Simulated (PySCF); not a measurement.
Screening by computed properties: pick the candidate that meets the target.

Species are written as SMILES; each is one conformer at its optimised geometry, gas phase, non-relativistic unless stated; the electronic structure was computed with PySCF and density fitting.

Dipoles, sizes and rotational constants follow the conformer. The torsions of the flexible species, by atom-mapped SMILES:
- `[CH:1]1=[CH:2][P:3]1[c:4]1[cH:5][cH:6][cH:7][cH:8][cH:9]1`: C2–P3–C4–C5 39°
- `[CH3:1][Si+:2]([CH3:3])[CH2:4][CH2:5][F:6]`: C1–Si2–C4–C5 -95°, Si2–C4–C5–F6 28°

The conformers of `N[Si@H]1C=CC[SiH2]1` and `O=C1CCCC1` aren't listed.

Question: Wanted: static isotropic polarisability between 64 au and 80 au (CAM-B3LYP/def2-SVPD) and HOMO energy below -10 eV (CAM-B3LYP/def2-SVPD), at GFN2-xTB geometries. Which candidate meets both?
A. `N[Si@H]1C=CC[SiH2]1`
B. `C[Si+](C)CCF`
C. `c1c(cccc1)P1C=C1`
D. `O=C1CCCC1`
E. `C1=COCCC1`

Answer: B. Computed values:
| species | static isotropic polarisability | HOMO energy |
| --- | --- | --- |
| O=C1CCCC1 | 58.5 au | -8.54 eV |
| C1=COCCC1 | 60.2 au | -7.69 eV |
| C[Si+](C)CCF | 68.2 au | -15.34 eV |
| N[Si@H]1C=CC[SiH2]1 | 94.3 au | -8.35 eV |
| c1c(cccc1)P1C=C1 | 111.1 au | -8.09 eV |
